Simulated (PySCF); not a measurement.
C₃H₁₁ClSi₂, SMILES C[Si](C)(Cl)C[SiH3].

The structure is a stationary point at PBE0-D3(BJ)/def2-SVP. This is a generated structure with no PubChem entry under its InChIKey; it may be hypothetical. One conformer was computed; it need not be the lowest.

The numbers are results of HF/def2-TZVP in PySCF, not measurements.

**Question.** Estimate the frontier levels, gap, dipole moment. (The exact figures need the calculation; the answer reports its results.)

**Answer.** 
```
Item                                                                                                           Value
---------------------------------------------------------------------------------------------  ---------------------
highest occupied level                                                                                     -11.43 eV
lowest empty level                                                                                           3.06 eV
orbital gap                                                                                                 14.49 eV
dipole moment                                                                                                 2.63 D
quadrupole, principal values (traceless, Buckingham form, about the centre of nuclear charge)  -3.50, 0.71, 2.80 D·Å
```
